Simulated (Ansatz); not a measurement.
Reaction (ligand exchange at a B–N bond): `CBN([SiH3])[SiH3]` + `N[SiH3]` → `CBN[SiH3]` + `[SiH3]N[SiH3]`

Program: Ansatz. Geometries: PBE0-D4/def2-TZVP. ΔE: electronic, gas phase. CCSD(T)/CBS adds triple-zeta CCSD(T) − MP2 to the extrapolated MP2 energy (def2 sets, frozen cores). This one scheme is used for every species. Functionals use def2-TZVPP. Each species was taken in one conformer, which may not be the lowest.

```json
{"level": "r2SCAN-D4", "ΔE (kJ/mol)": "-18.0"}
{"level": "r2SCANh-D4", "ΔE (kJ/mol)": "-18.0"}
{"level": "r2SCAN0-D4", "ΔE (kJ/mol)": "-18.1"}
{"level": "LC-ωPBE", "ΔE (kJ/mol)": "-20.3"}
{"level": "SCS-MP2/def2-TZVPP", "ΔE (kJ/mol)": "-17.6"}
{"level": "HF/def2-QZVPP", "ΔE (kJ/mol)": "-25.7"}
{"level": "SCS-MP2/def2-QZVPP", "ΔE (kJ/mol)": "-17.6"}
{"level": "MP2/CBS(def2)", "ΔE (kJ/mol)": "-15.5"}
```

(1) What does CCSD(T)/CBS give? (An estimate is asked.)

Largest T1 diagnostic among the species: 0.012.

## Answers

(1) The calculation gave: -16.5 kJ/mol. The listed levels differ from it by -1.5, -1.5, -1.6, -3.8, -1.1, -9.2, -1.1, 1.0 kJ/mol.

In def2-TZVPP, CCSD(T) changes the Hartree–Fock value by +9.3 kJ/mol (the triples alone add +1.7 kJ/mol) and MP2 by +10.3 kJ/mol. Leaving LDA and LC-ωPBE aside and taking each functional with its dispersion term where it has one, the values, not all of them listed here, spread over 4.7 kJ/mol, from B2PLYP to revPBE-D4. LDA lies +3.4 kJ/mol from PBE without D4. The D4 term adds +4.7 kJ/mol with B3LYP and +2.7 kJ/mol with PBE0; it sums over pairs of atoms, weighted by their polarisabilities, and B3LYP, whose exchange is more repulsive, gets the larger term.

B3LYP here is the variant with VWN-RPA as its local correlation; programs differ in this.
